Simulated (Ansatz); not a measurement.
Input for Ansatz (a quantum-chemistry and plane-wave program): R-PBE/def2-TZVPP on BHI2O (SMILES OB(I)I), a point of a torsion scan. Elements past Kr take the def2 small-core potentials; no spin–orbit coupling.

Ansatz 0.2 input:
```yaml
crystal:
  periodic: [false, false, false]
  atoms:
    - {symbol: O, position_ang: [-0.78305273, -0.70598112, -0.25781355]}
    - {symbol: B, position_ang: [0.16847768, 0.17905120, -0.08044757]}
    - {symbol: I, position_ang: [1.42402273, 0.15833615, 1.64946752]}
    - {symbol: I, position_ang: [0.67215334, 1.42699786, -1.72400620]}
    - {symbol: H, position_ang: [-1.55612748, -0.94252673, 0.24454525]}
basis:
  gaussian:
    orbitals: def2-TZVPP
hamiltonian:
  xc: {name: PBE}
scf: {lower_state_search: off}
```

It printed:

```
WARN ansatz: RAYON_NUM_THREADS=1 ignored (pool sized by the plan → 1); use --threads N
Functional definition: PBE
these checks for a lower state are left out or cut short: stability, starts, cluster_reference, orbital_swaps, neighbouring_geometries, increment
integrals: 0.09 GiB planned
1113 factors; their error is unknown
mean field: 0.63 GiB planned
mean field evaluation 1: about -18933.7173 eV, gradient 6.7e1 eV
mean field evaluation 2: about -18876.2133 eV, gradient 1.7e2 eV
mean field evaluation 4: about -18940.5994 eV, gradient 2.1e1 eV
mean field evaluation 8: about -18941.5686 eV, gradient 8.6e-2 eV
mean field evaluation 16: about -18941.5551 eV, gradient 4.2e-5 eV
mean field -18941.55514321 eV, -696.0893124657 hartree, gradient 5.6e-6 eV, S^2 0.000000; 0 other end points of the search recorded, 0 dependent functions left out
reference -18941.55517657 eV, -696.0893136916 hartree; 32, 32 occupied and 144, 144 virtual orbitals, 1113 factors
Total energy: -18941.55517657 eV, -696.0893136916 hartree
Checks for a lower state left out: stability, starts, cluster_reference, orbital_swaps, neighbouring_geometries, increment
```

The calculation finished and met its thresholds.

Cost: very roughly 4 core-seconds.
